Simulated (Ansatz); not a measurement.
Cartesian coordinates in Å:
```
C -0.616 -0.371 0.409
Ga 0.702 0.791 -0.394
Se 0.639 -1.458 -0.784
H -0.535 -0.664 1.450
H -1.637 -0.388 0.040
H 1.448 2.090 -0.721
```

The species carries charge 0 and has multiplicity 1.

**Question.** List the CAM-B3LYP/def2-TZVPP orbital energies in eV (Ansatz). (An estimate is asked.)

**Answer.** Computed: Occupied: -12352.18, -10140.24, -1581.36, -1419.58, -1419.54, -1419.51, -1251.90, -1109.19, -1109.12, -1109.06, -279.39, -213.94, -158.07, -157.92, -157.82, -152.20, -105.68, -105.47, -105.37, -58.86, -58.83, -58.75, -58.63, -58.62, -25.60, -25.37, -25.31, -25.30, -25.22, -22.05, -18.28, -14.06, -13.44, -11.82, -9.52, -8.00, -7.79. Lowest empty: -0.62, 0.36, 1.06, 1.70, 3.25, 3.59, 3.74, 5.28.
